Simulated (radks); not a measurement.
The scandium ion Sc20+, configuration 1s1.

Calculated with a radial shooting solver on a logarithmic mesh with Libxc functionals: scalar-relativistic Kohn-Sham, PBE, spin-unpolarised, spherical densities, point nucleus; without spin polarisation the odd electron is poorly described.

Energy parts (eV):
part                      energy
total                  -6002.719
kinetic                 6073.869
electron-nucleus      -12109.532
Hartree                  179.454
exchange-correlation    -146.509

Orbitals (lengths in bohr, moments of r in powers of bohr; r(90%) holds 90 % of the orbital's charge):
orbital  occ.  eigenvalue (eV)  r(90%)  <1/r>
1s          1        -5861.848   0.127  21.19

The highest occupied level is 1s at -5861.8 eV. Summed over all electrons, <r^2> = 0.006777 bohr^2, which gives a Langevin (diamagnetic) susceptibility term of -0.00537 x 10^-6 cm^3/mol. For comparison, the ionisation energy in NIST's Atomic Spectra Database is 6033.8 eV (theoretical). In exact Kohn-Sham theory the highest level is minus the ionisation energy, but local and semilocal functionals leave it too shallow, through self-interaction and a potential that decays too fast; potentials with the right tail come closer.
